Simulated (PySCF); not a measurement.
Spinor energies of Ce³⁺ (cerium, charge +3)

Start: [Xe] 4f1; 4f5/2 filled at m_j = +5/2. Calculated with PySCF 2.14 in x2c-QZVPPall-2c (16s16p12d6f4g1h, 213 functions): generalised Hartree-Fock with the X2C-1e Hamiltonian and a Gaussian nucleus; one run each with spin-orbit coupling (SO) switched off, then screened by Boettger's factors.

```
spinor shell  electrons  ε, spin-free (eV)  ε, screened SO (eV)  weight of nominal j (screened SO)  rms radius, screened SO (bohr)
       1s1/2          2           -40667.7             -40662.2                              1.000                          0.0280
       2s1/2          2            -6641.8              -6640.0                              1.000                           0.114
       2p1/2          2            -5944.1              -6256.6                              1.000                          0.0979
       2p3/2          4            -5944.1              -5806.3                              1.000                           0.104
       3s1/2          2            -1495.4              -1494.8                              1.000                           0.296
       3p1/2          2            -1268.5              -1331.4                              1.000                           0.288
       3p3/2          4            -1268.5              -1240.3                              1.000                           0.301
       3d3/2          4            -946.03              -957.47                              1.000                           0.272
       3d5/2          6            -946.03              -937.80                              1.000                           0.276
       4s1/2          2            -341.29              -341.09                              1.000                           0.676
       4p1/2          2            -264.33              -278.30                              0.998                           0.700
       4p3/2          4            -264.33              -257.96                              0.999                           0.727
       4d3/2          4            -150.17              -153.10                              0.969                           0.796
       4d5/2          6            -150.17              -148.03                              0.979                           0.805
       5s1/2          2            -73.847              -73.805                              1.000                            1.61
       5p1/2          2            -51.701              -54.010                              0.982                            1.78
       5p3/2          4            -51.701              -50.647                              0.991                            1.85
       4f5/2          1            -38.039              -38.146                              0.986                            1.14
```

```csv
quantity,spin-free,screened SO
E (hartree),-8853.36836,-8857.24324
M_J,5/2,5/2
⟨J²⟩,9.758,8.855
⟨L²⟩,12.010,12.052
⟨S²⟩,0.751,0.793
```

Each row is a mean over spinors that exchange with the open shell spreads, by up to 6.434 eV (4d3/2).

⟨J²⟩ departs a little from M_J(M_J + 1) because the unrestricted spinors polarise the closed shells.

Breit and QED terms are absent; they matter most for the inner s and p1/2 levels.

Densities and radii are taken from the X2C orbitals without a picture-change correction, which distorts them close to the nucleus.

Without spin-orbit coupling the j labels of p, d and f shells carry no meaning; the spin-free column gives the mean over the occupied spinors of each nl shell, and its ⟨J²⟩ belongs to a mixture of degenerate components.
